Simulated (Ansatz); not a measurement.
Cost and result for the atomization energy of C2H6F2Si, SMILES `CC(F)(F)[SiH3]` (11 atoms, 10 bonds).

```xyz
11

C    -0.189    0.912    1.100
C     0.262    0.517   -0.277
F     1.609    0.774   -0.390
F    -0.354    1.337   -1.194
Si   -0.048   -1.310   -0.798
H    -1.266    0.765    1.200
H     0.045    1.966    1.266
H     0.323    0.309    1.851
H    -1.508   -1.573   -0.736
H     0.462   -1.500   -2.176
H     0.665   -2.196    0.155
```

Charge 0, multiplicity 1. The geometry is a stationary point of PBE0-D4/def2-TZVP. Program: Ansatz. All runs use 4 threads of an Arm Neoverse V1 on a shared host. Times are those of one run each, without the atoms' runs, and a repeat can differ threefold. Electronic energies, without spin–orbit coupling; frozen cores. CCSD(T)/CBS adds CCSD(T) − MP2 in def2-TZVPP to the MP2 limit, and its time is that of the two runs behind it. T1 = 0.012. B3LYP takes the VWN-RPA correlation (the form of Gaussian; ORCA's B3LYP/G). HSE06 is the plane-wave form, built on full-range PBE exchange.

CCSD(T)/CBS is a level of theory with its own doubt, some kJ/mol a heavy atom from the limit and from the frozen cores, so smaller differences don't rank the functionals.

```json
{"level": "PBE-D4/def2-TZVPP (with forces)", "functions": "250", "wall time": "2.5 s"}
{"level": "PBE0-D4/def2-TZVPP", "functions": "250", "wall time": "2.9 s"}
{"level": "BHLYP-D4/def2-TZVPP", "functions": "250", "wall time": "3 s"}
{"level": "HSE06-D4/def2-TZVPP", "functions": "250", "wall time": "3.2 s"}
{"level": "B3LYP-D4/def2-TZVPP (with forces)", "functions": "250", "wall time": "4.4 s"}
{"level": "r2SCAN-D4/def2-TZVPP (with forces)", "functions": "250", "wall time": "4.6 s"}
{"level": "r2SCANh-D4/def2-TZVPP", "functions": "250", "wall time": "5.5 s"}
{"level": "CCSD(T)/def2-SVP", "functions": "104", "wall time": "5.5 s"}
{"level": "ωB97X-V/def2-TZVPP", "functions": "250", "wall time": "7.5 s"}
{"level": "ωB97M-V/def2-TZVPP (with forces)", "functions": "250", "wall time": "12 s"}
{"level": "MP2/def2-QZVPP", "functions": "478", "wall time": "22 s"}
{"level": "CCSD(T)/def2-TZVPP", "functions": "250", "wall time": "3 min"}
{"level": "CCSD(T)/CBS(def2)", "functions": "–", "wall time": "3.3 min"}
```

**Question.** What atomization energy does each give, and how far from CCSD(T)/CBS? (Estimate.)

**Answer.** Computed: 
| level | atomization (kJ/mol) | difference from CCSD(T)/CBS | per bond |
| --- | --- | --- | --- |
| PBE-D4/def2-TZVPP (with forces) | 4005.7 | 67.2 | 6.7 |
| PBE0-D4/def2-TZVPP | 3931.6 | -6.9 | -0.7 |
| BHLYP-D4/def2-TZVPP | 3817.5 | -121.0 | -12.1 |
| HSE06-D4/def2-TZVPP | 3934.3 | -4.2 | -0.4 |
| B3LYP-D4/def2-TZVPP (with forces) | 3931.1 | -7.4 | -0.7 |
| r2SCAN-D4/def2-TZVPP (with forces) | 3948.3 | 9.8 | 1.0 |
| r2SCANh-D4/def2-TZVPP | 3921.1 | -17.4 | -1.7 |
| CCSD(T)/def2-SVP | 3738.8 | -199.7 | -20.0 |
| ωB97X-V/def2-TZVPP | 3957.6 | 19.1 | 1.9 |
| ωB97M-V/def2-TZVPP (with forces) | 3949.5 | 11.0 | 1.1 |
| MP2/def2-QZVPP | 3955.0 | 16.5 | 1.6 |
| CCSD(T)/def2-TZVPP | 3840.1 | -98.4 | -9.8 |
| CCSD(T)/CBS(def2) | 3938.5 | 0.0 | 0.0 |

Leaving LDA and LC-ωPBE aside and taking each functional with its dispersion term where it has one, the values spread over 188.2 kJ/mol, from BHLYP-D4 to PBE-D4. LDA lies +541.2 kJ/mol from PBE without D4, its usual overbinding. From BLYP to BHLYP (50 % exact exchange), in def2-TZVPP and without D4, the atomization energy moves by −88.7 kJ/mol: exact exchange takes away binding that semilocal exchange gives to molecules. The D4 term adds +31.4 kJ/mol with B3LYP and +16.4 kJ/mol with PBE0; it sums over pairs of atoms, weighted by their polarisabilities, and B3LYP, whose exchange is more repulsive, gets the larger term.
